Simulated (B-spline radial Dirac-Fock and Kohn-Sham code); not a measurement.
## Relativistic shifts of the levels of Ta⁵³⁺

System: Ta⁵³⁺, [Ar] 3d2.

Both columns are ΔSCF binding energies of the configuration average from a radial finite-basis atomic code: non-relativistic Hartree-Fock with a point nucleus, and Dirac-Fock with a finite nucleus and the Coulomb interaction alone, averaged over the two j levels with weights 2j+1.

| shell | Hartree-Fock (eV) | Dirac-Fock (eV) | shift (eV) | shift (%) |
| --- | --- | --- | --- | --- |
| 1s | 66036.4 | 71422.8 | +5386.40 | +8.16 |
| 2s | 13814.1 | 15294.4 | +1480.31 | +10.72 |
| 2p | 13389.1 | 13911.4 | +522.29 | +3.90 |
| 3s | 5398.2 | 5831.5 | +433.32 | +8.03 |
| 3p | 5214.3 | 5399.8 | +185.53 | +3.56 |
| 3d | 4960.5 | 4979.0 | +18.55 | +0.37 |

Relativity binds 1s, 2s, 2p, 3s, 3p, 3d more strongly, among those listed most of all 2s in relative terms.

Values without a named source are computed, but for edge energies of neutral atoms, which are taken from tables.
